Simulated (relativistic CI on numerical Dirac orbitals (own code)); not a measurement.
**Magnetism of V2+, 3d3, in a crystal field**

Calculated by Dirac-Coulomb-Breit CI, orbitals from a KLI potential per configuration, a model potential for QED, valence Slater integrals scaled by 0.85, one configuration in a parametric crystal field (own radial code).

Field parameters in Wybourne normalisation: D3d B²₀ = −7Dσ, B⁴₀ = −14Dq − 21Dτ, B⁴₃ = −14√(10/7) Dq; D4h B²₀ = −7Ds, B⁴₀ = 21(Dq − Dt), B⁴₄ = 21√(5/14) Dq; Oh B⁴₀ = 21Dq, B⁴₄ = √(5/14) B⁴₀; Td as Oh with Dq negative (B⁴₀ = 21Dq, B⁴₄ = √(5/14) B⁴₀). The field is a parameter set, without covalency.

S is read from ⟨S²⟩ = S(S + 1).

Powder χT (cm³ K mol⁻¹) by Van Vleck's formula, with temperature-independent terms:

```csv
Field,2 K,5 K,10 K,20 K,50 K,100 K,200 K,300 K
"D3d, 10Dq = 9200, Dσ = 90, Dτ = -460 cm⁻¹",1.76,1.78,1.78,1.78,1.79,1.81,1.83,1.86
"D4h, 10Dq = 6500, Ds = -990, Dt = -370 cm⁻¹",1.76,1.78,1.79,1.79,1.8,1.81,1.84,1.86
"D4h, 10Dq = 8350, Ds = 1560, Dt = 960 cm⁻¹",0.312,0.344,0.398,0.504,0.791,1.16,1.58,1.79
"D4h, 10Dq = 11750, Ds = 560, Dt = 1070 cm⁻¹",1.04,1.24,1.41,1.52,1.59,1.64,1.74,1.83
"D4h, 10Dq = 14600, Ds = 2140, Dt = -120 cm⁻¹",1.83,1.83,1.83,1.83,1.84,1.84,1.86,1.87
"Oh, 10Dq = 22700 cm⁻¹",1.85,1.85,1.85,1.85,1.85,1.86,1.87,1.87
"Td, 10Dq = -6400 cm⁻¹",0.299,0.361,0.43,0.517,0.727,1.06,1.53,1.79
"Td, 10Dq = -9100 cm⁻¹",0.323,0.387,0.458,0.546,0.756,1.08,1.54,1.79
```

Q: For Oh, 10Dq = 22700 cm⁻¹: what effective moment follows at 300 K?

A: μ_eff = √(8χT) = 3.87 μB. The ground level has S = 1.50; the spin-only moment for S = 3/2 is 3.88 μB. The difference comes from the orbital moment, spin-orbit mixing of terms and temperature-independent paramagnetism, all larger in this ionic model than in covalent complexes.
